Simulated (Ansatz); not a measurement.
Computed with Ansatz on PBE0-D4/def2-TZVP structures; ΔE is electronic, products minus reactants. CBS: MP2 limit from def2 TZ/QZ plus the TZ coupled-cluster correction, frozen cores. DFT in def2-TZVPP. def2 core potentials past Kr. For Sn outer-core shells are correlated without core-valence functions, which leaves a few kJ/mol of doubt a bond. One conformer a species, not always the lowest.

Reaction (cleavage of the Si–Sn bond): `[SiH3][SnH2][SiH3]` + `B[Si](O)(F)Cl` → `B[Si](F)(Cl)O[SiH3]` + `[SiH3][SnH3]`

`[SiH3][SnH2][SiH3]`:

Cartesian coordinates in Å:
```
Si 0.773 0.407 -1.969
Sn 0.216 -1.004 0.096
Si -0.948 0.406 1.892
H 1.442 -0.414 -3.013
H 1.676 1.525 -1.588
H -0.475 0.980 -2.540
H -0.795 -2.308 -0.355
H 1.653 -1.677 0.736
H -0.065 1.530 2.301
H -2.212 0.969 1.349
H -1.265 -0.414 3.091
```

`B[Si](O)(F)Cl`:

```xyz
8

B    -0.052    1.315   -0.768
Si    0.237   -0.409    0.190
O    -1.115   -1.306    0.265
F     1.414   -1.308   -0.399
Cl    0.866    0.155    2.067
H     0.840    1.840   -1.361
H    -1.101    1.877   -0.686
H    -1.089   -2.165    0.693
```

`B[Si](F)(Cl)O[SiH3]`:

Cartesian coordinates in Å:
```
B 0.271 2.364 -0.817
Si 0.753 0.467 -0.434
F 2.208 0.288 0.185
Cl 0.800 -0.412 -2.293
O -0.286 -0.312 0.518
Si -0.864 -1.751 1.072
H -0.875 2.677 -0.926
H 1.114 3.184 -1.022
H -0.711 -1.780 2.546
H -2.299 -1.850 0.711
H -0.110 -2.874 0.461
```

`[SiH3][SnH3]`:

```xyz
8

Si    0.897    0.961   -0.032
Sn   -0.850   -0.910    0.030
H     0.591    1.982    1.004
H     0.900    1.618   -1.366
H     2.251    0.405    0.230
H    -0.855   -1.682    1.553
H    -0.520   -2.087   -1.163
H    -2.414   -0.287   -0.256
```

```csv
level,ΔE (eV)
PBE0-D4,-0.59
SCS-MP2/def2-TZVPP,-0.83
MP2/def2-QZVPP,-0.74
SCS-MP2/def2-QZVPP,-0.82
```

What does CCSD(T)/CBS give? (Estimate.)

The calculation gave: -0.71 eV. The listed levels differ from it by 0.12, -0.12, -0.03, -0.11 eV.

Largest T1 diagnostic among the species: 0.013.

From PBE to PBE0 (25 % exact exchange), in def2-TZVPP and without D4, ΔE moves by −0.08 eV. In def2-TZVPP, CCSD(T) changes the Hartree–Fock value by +0.26 eV (the triples alone add +0.04 eV) and MP2 by +0.26 eV.
